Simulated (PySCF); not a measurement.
**A run with a changed setting**

The sound run of La(NH2)3 (singlet) uses PySCF 2.14.0, RKS BP86, La lcecp-1-SVP with ECP46, N def2-SVP, H def2-SVP; non-relativistic Hamiltonian with scalar-relativistic core potentials where named; density fitting; no spin-orbit coupling, grid (50, 194), threshold 1e-8 and 55 cycles at the relaxed geometry. This run, with dm0 from free metal ions and neutral atoms, differs:

```python
mol = gto.M(atom='''
La    -0.00146     0.00000     0.00000
N      2.30949    -0.00168    -0.00052
H      2.94063     0.81103     0.08695
H      2.93941    -0.81530    -0.08827
N     -1.15404     1.99032     0.21995
H     -0.75753     2.93828     0.32490
H     -2.17718     2.13132     0.23153
N     -1.15702    -1.98865    -0.21943
H     -2.18037    -2.12816    -0.23055
H     -0.76194    -2.93718    -0.32456''',
    basis={'La': 'lcecp-1-SVP', 'N': 'def2-SVP', 'H': 'def2-SVP'},
    ecp={'La': 'lcecp-1-SVP'},
    charge=0, spin=0)
mf = dft.RKS(mol, xc='B88,P86')
mf.grids.atom_grid = (50, 194)  # f atoms: unpruned, at least (60, 302)
mf = mf.density_fit()  # fitting sets: La AutoAux, N def2-universal-JKFIT, H def2-universal-JKFIT
mf.conv_tol = 1e-08; mf.max_cycle = 8
mf.kernel(dm0)
```

Task: What was changed, and how did it end?

Result: The cycle limit was cut. The SCF did not converge. It was all but converged: the last energy is already the sound run's, only the stopping test failed.
```
init E= -202.395745113612
cycle= 1 E= -199.427368717937  delta_E= 2.97  |g|= 0.458  |ddm|= 3.17
cycle= 2 E= -199.366244891131  delta_E= 0.0611  |g|= 0.614  |ddm|= 1.14
cycle= 3 E= -199.465584069894  delta_E= -0.0993  |g|= 0.255  |ddm|= 0.832
cycle= 4 E= -199.480315400905  delta_E= -0.0147  |g|= 0.0363  |ddm|= 0.228
cycle= 5 E= -199.480808679955  delta_E= -0.000493  |g|= 0.0053  |ddm|= 0.0744
cycle= 6 E= -199.480820890365  delta_E= -1.22e-05  |g|= 0.00069  |ddm|= 0.013
cycle= 7 E= -199.480820959372  delta_E= -6.9e-08  |g|= 0.000663  |ddm|= 0.00135
cycle= 8 E= -199.480821069238  delta_E= -1.1e-07  |g|= 5.92e-05  |ddm|= 0.000596
SCF not converged.
```

Run from Python with OMP_NUM_THREADS=2; the lines above give its settings.
It took 2.5 s on 2 threads of Arm Neoverse V1, on a shared host.

No frequency check is given that shows the relaxed geometry to be a minimum, and it was reached by following one of several unstable modes of a saddle point.
